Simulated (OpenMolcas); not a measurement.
Mo5+ with 4 ligands (fluoride) in tetrahedral coordination (Td) at 1.77 Å. Ligand basis ANO-RCC-VDZP.

```yaml
Program: OpenMolcas
Method: CASSCF
Basis: ANO-RCC-VTZP [7s6p4d2f1g]
Scalar_Hamiltonian: DKH2, point nucleus
Active_space: 1 electron in 5 orbitals (4d)
State_averaging: 2S+1 = 2 even, 5 roots
Spin-orbit_coupling: RASSI with atomic mean-field integrals over the reference wave functions
```

Task: What is the spin-free ground state (labels of Td)?

Result: 2E, 2-fold in its orbital part; it has the highest spin that d1 allows.

Task: Where is the first state of the same spin?

Result: 2T2 at 18500 cm-1 above the ground state.

Task: What are the lowest two levels with spin-orbit coupling?

Result: A 4-fold level Γ8, then a 4-fold level Γ8 18459 cm-1 above it. Their leading multiplicities are 2 (100 %) and 2 (100 %).

Task: What is χT at 300 K, and how does it compare with the textbook value?

Result: The lowest level has 2S+1 = 2, for which the spin-only value is χT = S(S+1) / 2 = 0.375 cm3 K/mol (g = 2). The computed 0.345 at 300 K differs by -0.030, through orbital momentum, spin-orbit coupling and any other state in reach.

Task: Which ligand-field parameters describe the states?

Result: The gap between the two states is 10Dq = -18513 cm-1 (negative for this site). 

An orbital doublet at a regular site is open to a Jahn-Teller distortion, which this geometry leaves out. The least metal-like active orbital is 68 % on the metal (Löwdin) and no ligand orbital is active, so the numbers are rough. With metal d orbitals alone the field can be off either way by tens of per cent. Ligand-to-metal charge-transfer states are missing. No measured value stands beside these numbers; the geometry was imposed, not optimised, and the real ion may take another.
